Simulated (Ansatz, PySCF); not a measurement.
In(H)(Cl)(OMe) (CH₄ClInO), SMILES C[O][InH][Cl]. Atoms are numbered in the order given.

```xyz
8

In    -0.4806    -0.0147     0.0000
H     -2.1796     0.1546     0.0000
Cl     0.6344    -2.0710     0.0000
O      0.8425     1.4666     0.0000
C      0.5108     2.8214     0.0000
H      0.9329     3.3254    -0.8899
H      0.9329     3.3254     0.8899
H     -0.5790     3.0303     0.0000
```

The structure is a stationary point at PBE0-D3(BJ)/def2-SVP. The structure was generated by enumeration; whether it is a known compound was not checked. The def2 effective core potentials stand for the cores of In; spin–orbit coupling is left out. One conformer was computed; it need not be the lowest.

Two levels are set side by side: PBE-D3(BJ)/def2-SVP (Ansatz, a quantum-chemistry and plane-wave program) and PBE0-D3(BJ)/def2-SVP (Ansatz). Each level has its own optimised geometry; the coordinates shown are those of the second. Frequencies come from the Hessian of PySCF at each geometry. Differences are taken from unrounded values.

```csv
quantity,PBE0-D3(BJ)
mean bond length (Å),1.536
bond In1–Cl3 (Å),2.339
bond In1–O4 (Å),1.986
bond O4–C5 (Å),1.395
bond In1–H2 (Å),1.707
bond C5–H6 (Å),1.106
bond C5–H7 (Å),1.106
bond C5–H8 (Å),1.110
highest harmonic wavenumber (cm⁻¹),3075
mean harmonic wavenumber (cm⁻¹),1170
zero-point energy (kcal/mol),30.11
```

**Question.** What does PBE-D3(BJ) give, and how far is it from PBE0-D3(BJ)? (An estimate is asked for; the answer gives what the named calculation found.)

**Answer.** 
| quantity | PBE-D3(BJ) | PBE-D3(BJ) minus PBE0-D3(BJ) |
|---|---|---|
| mean bond length (Å) | 1.551 | 0.015 |
| bond In1–Cl3 (Å) | 2.359 | 0.020 |
| bond In1–O4 (Å) | 2.016 | 0.030 |
| bond O4–C5 (Å) | 1.411 | 0.016 |
| bond In1–H2 (Å) | 1.723 | 0.016 |
| bond C5–H6 (Å) | 1.115 | 0.009 |
| bond C5–H7 (Å) | 1.115 | 0.009 |
| bond C5–H8 (Å) | 1.118 | 0.009 |
| highest harmonic wavenumber (cm⁻¹) | 2974 | -101 |
| mean harmonic wavenumber (cm⁻¹) | 1124 | -46 |
| zero-point energy (kcal/mol) | 28.92 | -1.19 |

GGA bonds tend to be longer and softer than those of functionals with exact exchange. Differences between two approximate levels are no errors against the true value.
